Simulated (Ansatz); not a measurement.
Compare A (`N#CC1=CCCCC1`) with its isomer B (`Cc1ccncc1C`).

Computed with Ansatz on PBE0-D4/def2-TZVP structures; ΔE is electronic, products minus reactants. CCSD(T)/CBS adds triple-zeta CCSD(T) − MP2 to the extrapolated MP2 energy (def2 sets, frozen cores). Functionals use def2-TZVPP.

**Question.** Which is lower in electronic energy at CCSD(T)/CBS, and by how much? (An estimate is asked.)

**Answer.** Computed: B, by 11.5 kcal/mol.

**Question.** Give E(B) − E(A) in kcal/mol with BLYP-D4, LDA (SPW92), CCSD(T)/def2-SVP, r2SCAN-D4, PBE-D4, CCSD/def2-TZVPP, MP2/def2-TZVPP. (Best estimate.)

**Answer.** Computed: BLYP-D4 -17.6, LDA (SPW92) -22.2, CCSD(T)/def2-SVP -8.8, r2SCAN-D4 -18.1, PBE-D4 -18.2, CCSD/def2-TZVPP -7.9, MP2/def2-TZVPP -13.5. None reverses the order clearly.

Largest T1 diagnostic: 0.012.

From BLYP to BHLYP (50 % exact exchange), in def2-TZVPP and without D4, E(B) − E(A) moves by +1.3 kcal/mol. In def2-TZVPP, CCSD(T) changes the Hartree–Fock value by −1.1 kcal/mol (the triples alone add −2.1 kcal/mol) and MP2 by −4.6 kcal/mol.
